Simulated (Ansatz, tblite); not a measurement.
Forces on Mg₃Cl₄⁺ at its PBE0-D4/def2-SVP geometry. Total charge 1; doublet.

The xTB rows come from tblite. Another isomer (doublet) lies 0.31 eV lower at PBE0-D4/def2-TZVP; other spin states weren't run for this one.

GFN1-xTB (tblite), largest force 0.64 eV/Å:

```xyz
7
positions Å, forces eV/Å
Mg    2.550    0.242    0.139    0.383    0.021   -0.001
Mg   -0.726    0.063    0.175    0.031    0.013    0.010
Mg   -5.151   -0.856   -0.870    0.244    0.137    0.197
Cl    0.918   -1.374    0.949   -0.175    0.449   -0.224
Cl   -3.052   -0.088    0.155    0.276   -0.135   -0.243
Cl    0.735    1.657   -0.657   -0.122   -0.451    0.254
Cl    4.727    0.356    0.109   -0.635   -0.034    0.008
```

GFN2-xTB (tblite), largest force 0.88 eV/Å:

```
Mg 0.081 0.006 0.003
Mg 0.431 0.015 -0.029
Mg 0.721 0.301 0.413
Cl -0.154 0.576 -0.281
Cl -0.360 -0.296 -0.438
Cl -0.086 -0.568 0.326
Cl -0.633 -0.035 0.006
```

PBE-D4/def2-TZVP (Ansatz), largest force 0.19 eV/Å:

```
Mg -0.017 -0.002 -0.003
Mg 0.189 -0.001 -0.021
Mg 0.124 0.037 0.048
Cl -0.057 0.069 -0.032
Cl -0.003 -0.022 -0.036
Cl -0.049 -0.070 0.043
Cl -0.187 -0.011 0.001
```
